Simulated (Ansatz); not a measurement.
Z-matrix (Å, degrees):
```
C
C 1 1.477
H 1 1.093 2 109.8
H 1 1.093 2 109.9 3 117.4
H 1 1.092 2 110.5 3 -121.3
N 2 1.276 1 131.5 3 121.0
Si 2 1.786 1 159.2 3 -59.0
H 7 1.478 2 122.2 1 82.7
H 7 1.478 2 122.2 1 -82.8
```

Total charge 0; spin multiplicity 1.

(1) List the PBE/def2-TZVPP orbital energies in eV (Ansatz). (An estimate is asked.)

Results:

(1) Ansatz gave: Occupied: -1779.85, -380.53, -270.41, -269.37, -137.60, -94.35, -94.32, -94.30, -23.31, -18.50, -13.03, -12.53, -10.92, -10.78, -9.81, -9.30, -8.48, -7.68, -5.36. Lowest empty: -1.56, -1.10, 0.30, 0.43, 0.97, 1.64, 2.41, 3.22.
